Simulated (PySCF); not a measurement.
## Computed properties of (Z)-2-chloro-3-fluorobut-2-ene (C4H6ClF), SMILES C/C(Cl)=C(\C)F

(Z)-2-chloro-3-fluorobut-2-ene (C4H6ClF), SMILES C/C(F)=C(\C)Cl. The structure is a stationary point at B3LYP-D3(BJ)/def2-SVP. One conformer was computed; it need not be the lowest. All values are computed for the isolated molecule unless a solvent is named; none is compared with measurement here.

**Structure.** The optimised structure has Cs symmetry. All 30 harmonic modes at B3LYP-D3(BJ)/def2-SVP (PySCF) are real, so it is a minimum. With heavy atoms numbered as in [CH3:1]/[C:2]([F:3])=[C:4](\[CH3:5])[Cl:6], the shortest bond between them is C2–C4 at 1.342 Å and the longest C4–Cl6 at 1.754 Å.

**Vibrations.** The strongest infrared lines (harmonic, unscaled, degenerate partners summed) lie at 1280 cm⁻¹ (71 km/mol, C 70 %, H 18 %, F 12 %), 1101 cm⁻¹ (62 km/mol, C 53 %, H 46 %), 1167 cm⁻¹ (45 km/mol, C 76 %, H 18 %). The softest mode is at 143 cm⁻¹ and the zero-point energy is 57.1 kcal/mol.

**Electronic structure.** PBE0/def2-TZVP (PySCF) places the frontier levels at -6.82 and 0.33 eV, a gap of 7.15 eV, and gives a dipole moment of 2.99 D and a mean polarisability of 62.8 bohr³. PBE/def2-TZVP (PySCF) at the same geometry gives -5.62 and -0.65 eV, so its gap is 2.18 eV narrower. An orbital gap is neither the optical nor the fundamental gap.

**Excitations.** TDDFT-CAM-B3LYP/def2-SVPD (PySCF) has S1 at 6.02 eV (206 nm, f = 0.000, dark); the most intense of the 10 singlets computed lies at 6.90 eV (f = 0.48). T1 (TDA) is at 4.12 eV. TDDFT-PBE/def2-SVPD (PySCF) puts S1 at 5.39 eV. No vertical singlet excitation falls in the visible range (under 3.1 eV).

**NMR.** GIAO shifts at B3LYP/pcSseg-1 (PySCF) (non-relativistic, atoms alike by connectivity averaged): ¹³C from 19.1 to 164.1 ppm against TMS; ¹H at 2.3 ppm against TMS; ¹⁹F at -103.8 ppm against CFCl3. Without spin–orbit terms, shifts of atoms bonded to Cl or Br come out too high.

**Solvation.** SMD-B3LYP/6-31G* (PySCF) gives -0.4 kcal/mol in water, -4.6 kcal/mol in ethanol, -4.3 kcal/mol in ethylethanoate (1 M in both phases, gas-phase geometry).
